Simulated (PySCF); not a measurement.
Dipole response of P- (phosphorus, charge -1)

[Ne] 3s2 3p4, high-spin 3P determinant. Computed with PySCF 2.14 in aug-cc-pV(Q+d)Z with one added diffuse shell each of s, p, d, f, g type (8s7p6d4f3g, 114 functions), with the non-relativistic Hamiltonian (point nucleus). Coupled (time-dependent) response in atomic units; α is the mean over directions.

```tsv
method	mean α (bohr³)	α xx, yy, zz	C₆ (like pair)	S(−4)
UHF	117.9	78.26, 197.2, 78.26	1243	23140
```

S(−4) is the Cauchy moment in α(ω) = α(0) + S(−4) ω² + …

α(iu) at UHF:

| u (hartree) | α(iu) (bohr³) |
| --- | --- |
| 0 | 117.9 |
| 0.0500 | 88.61 |
| 0.100 | 63.30 |
| 0.200 | 37.91 |
| 0.300 | 25.45 |
| 0.500 | 13.58 |
| 0.750 | 7.474 |
| 1.00 | 4.683 |
| 1.50 | 2.333 |
| 2.00 | 1.407 |
| 3.00 | 0.6950 |
| 5.00 | 0.2958 |

For an ion, C₆ is the dispersion term alone; charge-induced terms of lower order in 1/R come first.

The components differ because the open shell of this determinant is not spherical; for a pure term their mean is the scalar polarisability.
